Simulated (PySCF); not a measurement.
BeF, SMILES [Be][F], multiplicity 2.

Geometry optimised at r2SCAN-D4/def2-TZVPD. The multiplicity is an assumed one; other spin states were not compared.

Two levels are set side by side: PBE/def2-TZVPD (PySCF) and r2SCAN/def2-TZVPD (PySCF). Same geometry, gas phase. Differences are taken from unrounded values.

| quantity | r2SCAN | PBE | PBE minus r2SCAN |
|---|---|---|---|
| α-spin orbital gap (eV) | 4.41 | 3.90 | -0.51 |
| β-spin orbital gap (eV) | 7.68 | 7.09 | -0.59 |
| dipole moment (D) | 1.23 | 1.16 | -0.06 |
| mean polarisability (bohr³) | 27.9 | 28.9 | 1.0 |

Rough cost on one machine, each run with all the roots and properties that it gave: r2SCAN against PBE about 2 times.
